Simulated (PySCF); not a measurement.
Ligand exchange on a metal centre used in film growth or etching (Sc Cl-OH). Gas-phase values, no solvent. One relaxed conformer stands for each flexible species; it need not be the lowest.

The HOMO from two functionals at the same geometries (r2SCAN-D4/def2-SVP), both in PySCF: PBE-D3(BJ)/def2-TZVP and TPSSh-D3(BJ)/def2-TZVP. 

```tsv
species	PBE-D3(BJ)/def2-TZVP (eV)	TPSSh-D3(BJ)/def2-TZVP (eV)
0 of 3 Cl replaced by OH	-7.88	-8.54
1 of 3 Cl replaced by OH	-7.42	-8.08
2 of 3 Cl replaced by OH ([Sc(Cl)(OH)2])	-6.90	-7.56
3 of 3 Cl replaced by OH	-6.60	-7.33
```

Over these rows, drawn at random from the members with no instability flagged (it was tested for open shells, ions and some series alone), PBE minus TPSSh-D3(BJ): mean +0.68 eV, from +0.65 eV to +0.73 eV.
